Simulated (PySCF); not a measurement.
## Fractional electron number in Ru⁺ (ruthenium, charge +1)

The 4d beta orbital of [Kr] 4d7 is emptied in steps (occupation f), with all orbitals relaxed, ending at [Kr] 4d6. All numbers are calculated (PySCF 2.14, scalar relativity by spin-free X2C-1e, in x2c-TZVPall (8s6p6d1f, 63 functions)). The exact energy is a straight line in f; departures are measured from the line between the end points of the same method.

```
  f  BHandHLYP (eV)  wB97X (eV)  MN15 (eV)
  1           0.000       0.000      0.000
0.9          -0.178      -0.102     -0.247
0.7          -0.422      -0.244     -0.578
0.5          -0.511      -0.296     -0.687
0.3          -0.436      -0.252     -0.573
0.1          -0.190      -0.106     -0.242
  0           0.000       0.000      0.000
```

```json
{"method": "BHandHLYP", "E(f=0) − E(f=1) (eV)": "16.589", "−ε at f=1 (eV)": "14.634", "−ε at f=0.5 (eV)": "16.548"}
{"method": "wB97X", "E(f=0) − E(f=1) (eV)": "16.791", "−ε at f=1 (eV)": "15.677", "−ε at f=0.5 (eV)": "16.762"}
{"method": "MN15", "E(f=0) − E(f=1) (eV)": "16.765", "−ε at f=1 (eV)": "14.025", "−ε at f=0.5 (eV)": "16.778"}
```

Orbital energy along the path (eV):

| f | BHandHLYP | wB97X | MN15 |
| --- | --- | --- | --- |
| 1 | -14.634 | -15.677 | -14.025 |
| 0.9 | -14.994 | -15.873 | -14.563 |
| 0.7 | -15.750 | -16.297 | -15.662 |
| 0.5 | -16.548 | -16.762 | -16.778 |
| 0.3 | -17.384 | -17.263 | -17.888 |
| 0.1 | -18.261 | -17.775 | -18.941 |
| 0 | -18.716 | -17.872 | -19.423 |

Reference removal energy between the ground levels: 16.76 ± 0.06 eV (semi-empirical (NIST evaluation); NIST Atomic Spectra Database, ionization energies). The calculation has no spin-orbit coupling. The determinant left behind need not be the lowest term of the ion.
